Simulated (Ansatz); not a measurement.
`C[SiH2]CBr` + HBr → `BrCBr` + `C[SiH3]` at 600 K and 1 bar (substitution at a C–Si bond).

Gas-phase electronic energies from Ansatz, PBE0-D4/def2-TZVP geometries. CCSD(T)/CBS is the MP2 limit (def2-TZVPP, def2-QZVPP) plus CCSD(T) − MP2 in def2-TZVPP, frozen cores. This one scheme is used for every species. For Br outer-core shells are correlated without core-valence functions, which leaves a few kJ/mol of doubt a bond. Scalar relativity is left out up to krypton. One conformer a species, not always the lowest.

| species | CCSD(T)/CBS energy (Eh) | H − E (kJ/mol) | S (J/(mol·K)) |
| --- | --- | --- | --- |
| `C[SiH2]CBr` | -2942.73033 | 274.1 | 436.7 |
| HBr | -2573.91920 | 33.5 | 219.1 |
| `BrCBr` | -5185.88409 | 106.5 | 337.9 |
| `C[SiH3]` | -330.73916 | 199.7 | 315.0 |

H − E and S are ideal-gas, rigid-rotor, harmonic terms from PBE0-D4/def2-TZVP, for one conformer and one mirror image of each species. 1 Eh = 2625.50 kJ/mol, R = 8.31446 J/(mol·K).

Task: By hand: ΔE, ΔH, ΔS and ΔG.

Result: ΔE = (-5185.88409) + (-330.73916) − (-2942.73033) − (-2573.91920) = 0.02628 Eh = 69.0 kJ/mol. Δ(H − E) = 106.5 + 199.7 − 274.1 − 33.5 = -1.4, so ΔH = 67.6 kJ/mol. ΔS = 337.9 + 315.0 − 436.7 − 219.1 = -2.9 J/(mol·K). ΔG = 67.6 − 600 × (-2.9)/1000 = 69.3 kJ/mol.

Task: By hand: the equilibrium constant, and the temperature at which ΔG would vanish if ΔH and ΔS stayed fixed.

Result: log₁₀ K = −ΔG/(RT ln 10) = -6.0. ΔH and −TΔS have one sign here, so there is no such temperature. One of them is within its doubt of zero, so this could turn.

The number of gas molecules stays the same, so ΔS is small and ΔH decides. A doubt of 5 kJ/mol in ΔE shifts log₁₀ K by 0.4 here. Other conformers and mirror images would add mixing entropy, several J/(mol·K) or more a flexible species. These are equilibria of isolated gas molecules and say nothing of rates. Largest T1 diagnostic: 0.010 (customary marks: 0.02 for closed shells, 0.045 for open ones).
